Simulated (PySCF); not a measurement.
Computed properties of C3H5F3O, SMILES CCOC(F)(F)F

C3H5F3O, SMILES CCOC(F)(F)F. Coordinates come from a ωB97X-D3(BJ)/def2-SVP optimisation. Other conformers were not sampled. All values are computed for the isolated molecule unless a solvent is named; none is compared with measurement here.

**Structure.** All 30 harmonic modes at ωB97X-D3(BJ)/def2-SVP (PySCF) are real, so it is a minimum. With heavy atoms numbered as in [CH3:1][CH2:2][O:3][C:4]([F:5])([F:6])[F:7], the shortest bond between them is C4–F7 at 1.325 Å and the longest C1–C2 at 1.513 Å.

**Vibrations.** The strongest infrared lines (harmonic, unscaled, degenerate partners summed) lie at 1356 cm⁻¹ (602 km/mol, C 62 %, H 19 %, O 10 %, F 9 %), 1307 cm⁻¹ (387 km/mol, C 70 %, O 15 %, F 10 %), 1230 cm⁻¹ (379 km/mol, C 76 %, F 19 %). The softest mode is at 33 cm⁻¹ and the zero-point energy is 54.5 kcal/mol.

**Electronic structure.** B3LYP/def2-TZVP (PySCF) places the frontier levels at -8.99 and 0.81 eV, a gap of 9.80 eV, and gives a dipole moment of 2.63 D and a mean polarisability of 43.9 bohr³. PBE/def2-TZVP (PySCF) at the same geometry gives -7.51 and 0.39 eV, so its gap is 1.90 eV narrower. An orbital gap is neither the optical nor the fundamental gap.

**Excitations.** TDDFT-ωB97X/def2-SVPD (PySCF) has S1 at 9.46 eV (131 nm, f = 0.002, weak); the most intense of the 10 singlets computed lies at 11.19 eV (f = 0.10). T1 (TDA) is at 9.35 eV. TDDFT-PBE/def2-SVPD (PySCF) puts S1 at 7.59 eV. No vertical singlet excitation falls in the visible range (under 3.1 eV).

**NMR.** GIAO shifts at PBE0/pcSseg-1 (PySCF) (non-relativistic, atoms alike by connectivity averaged): ¹³C from 18.0 to 131.2 ppm against TMS; ¹H from 1.7 to 4.2 ppm against TMS; ¹⁹F at -84.1 ppm against CFCl3.

**Solvation.** SMD-B3LYP/def2-SVP (PySCF) gives 1.0 kcal/mol in water, -2.4 kcal/mol in ethylethanoate, -2.1 kcal/mol in cyclohexanone (1 M in both phases, gas-phase geometry); of these solvents ethylethanoate holds the molecule best.
